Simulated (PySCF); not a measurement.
An equivalent PySCF input for Sb(2+) (antimony, charge +2), [Kr] 4d10 5s2 5p1, 2P determinant, with scalar relativity by spin-free X2C-1e:

```python
from pyscf import gto, scf, dft, mp, cc
import basis_set_exchange as bse
mol = gto.M(atom="Sb 0 0 0", charge=2, spin=1, symmetry="D2h",
            basis=gto.basis.parse(bse.get_basis("aug-cc-pVQZ-DK3", elements=["Sb"], fmt="nwchem")),
            nucmod="G")
mf = scf.UHF(mol).sfx2c1e()
mf.irrep_nelec = {'Ag': (9, 9), 'B1g': (2, 2), 'B2g': (2, 2), 'B3g': (2, 2), 'B1u': (3, 3), 'B2u': (4, 3), 'B3u': (3, 3)}
mf.kernel()
```

It reaches the same state as the run whose output follows, and the same energy. The run itself started from symmetry-adapted Hartree-Fock orbitals and held the occupation by maximum overlap, so the iterations belong to that start.

```
SCF conv_tol = 1e-09
number electrons alpha = 25  beta = 24
cycle= 1 E= -6476.80689065788  delta_E= -0.00325  |g|= 0.0192  |ddm|= 0.121
cycle= 2 E= -6476.80726162241  delta_E= -0.000371  |g|= 0.00689  |ddm|= 0.0618
cycle= 3 E= -6476.80731874339  delta_E= -5.71e-05  |g|= 0.000451  |ddm|= 0.0435
cycle= 4 E= -6476.80731898458  delta_E= -2.41e-07  |g|= 0.000101  |ddm|= 0.00249
cycle= 5 E= -6476.80731899005  delta_E= -5.48e-09  |g|= 2.26e-05  |ddm|= 0.000789
cycle= 6 E= -6476.80731899034  delta_E= -2.86e-10  |g|= 2.71e-06  |ddm|= 0.000297
converged SCF energy = -6476.80731899034  <S^2> = 0.75876621  2S+1 = 2.0087471
```
